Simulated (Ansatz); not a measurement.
Consider the hydrogenolysis of a B–P bond: `CB(N)P` + H₂ → `CBN` + PH₃.

Gas-phase electronic energies from Ansatz, PBE0-D4/def2-TZVP geometries. CCSD(T)/CBS is the MP2 limit (def2-TZVPP, def2-QZVPP) plus CCSD(T) − MP2 in def2-TZVPP, frozen cores. This one scheme is used for every species. DFT in def2-TZVPP. Each species was taken in one conformer, which may not be the lowest.

`CB(N)P`:

Z-matrix (Å, degrees):
```
C
B 1 1.573
H 1 1.094 2 111.6
H 1 1.094 2 113.3 3 122.0
H 1 1.095 2 110.2 3 -117.4
N 2 1.394 1 120.8 3 -128.6
P 2 1.937 1 119.5 3 46.7
H 6 1.005 2 124.1 1 -178.9
H 6 1.007 2 122.3 1 1.1
H 7 1.420 2 98.9 1 146.9
H 7 1.417 2 97.1 1 50.7
```

H₂:

Cartesian coordinates in Å:
```
H 0.212 0.304 0.044
H -0.212 -0.304 -0.044
```

`CBN`:

Cartesian coordinates in Å:
```
C 1.121 -0.139 -0.329
B -0.277 -0.394 0.335
N -1.334 0.500 0.194
H 1.379 -0.965 -1.001
H 1.908 -0.124 0.432
H 1.185 0.792 -0.900
H -0.480 -1.379 0.993
H -2.237 0.356 0.612
H -1.266 1.354 -0.336
```

PH₃:

Z-matrix (Å, degrees):
```
P
H 1 1.420
H 1 1.420 2 93.1
H 1 1.420 2 93.1 3 93.3
```

```json
{"level": "r2SCAN", "ΔE (kcal/mol)": "-1.4"}
{"level": "PBE0", "ΔE (kcal/mol)": "-2.8"}
{"level": "RPA@PBE/def2-TZVPP", "ΔE (kcal/mol)": "-3.8"}
{"level": "HF/def2-SVP", "ΔE (kcal/mol)": "-9.6"}
```

Q: What does CCSD(T)/CBS give? (Estimate.)

A: Computed: -1.9 kcal/mol. The listed levels differ from it by 0.5, -0.9, -1.9, -7.7 kcal/mol.

Q: What do rigid-rotor, harmonic-oscillator terms from PBE0-D4/def2-TZVP frequencies (298.15 K, 1 bar) make of the CCSD(T)/CBS value? (An estimate is asked.)

A: The calculation gave: ΔZPE = +2.9 kcal/mol, ΔH = +0.1 kcal/mol, ΔS = 27 J/(mol·K), ΔG = -1.8 kcal/mol.

Largest T1 diagnostic among the species: 0.013.

From BLYP to BHLYP (50 % exact exchange), in def2-TZVPP and without D4, ΔE moves by −1.1 kcal/mol. Leaving LDA and LC-ωPBE aside and taking each functional with its dispersion term where it has one, the values, not all of them listed here, spread over 5.2 kcal/mol, from BHLYP-D4 to revPBE-D4. LDA lies +1.5 kcal/mol from PBE without D4. At CCSD(T), def2-SVP lies −2.3 kcal/mol from the extrapolated value and def2-TZVPP −0.9 kcal/mol.
